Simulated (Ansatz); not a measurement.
Cartesian coordinates (Å):
SMILES: O[Si](O)(O)O
```xyz
9

O     -0.8716     1.2175    -0.6578
Si     0.0000     0.0000     0.0000
O     -0.5409    -0.1811     1.5327
O     -0.1990    -1.2941    -0.9801
O      1.6116     0.2577     0.1051
H     -1.0951     1.9565    -0.0866
H      0.0291    -0.6497     2.1475
H     -1.0667    -1.4188    -1.3726
H      2.1327     0.1119    -0.6884
```
Charge 0, multiplicity 1.

Calculation: frozen-core CCSD(T)/cc-pVTZ // B3LYP-D3(BJ)/def2-TZVP in Ansatz (a first-principles code).

| Quantity | Result |
|---|---|
| HF energy | -591.08388 Ha |
| MP2 correlation energy | -1.07840 Ha |

Question: Estimate the CCSD correlation energy, the (T) correction, the total energy and the T1 diagnostic.

Answer: 
The CCSD correlation energy is -1.08867 Ha, the (T) correction is -0.03757 Ha and the CCSD(T) total energy is -592.21012 Ha. The T1 diagnostic is 0.011.
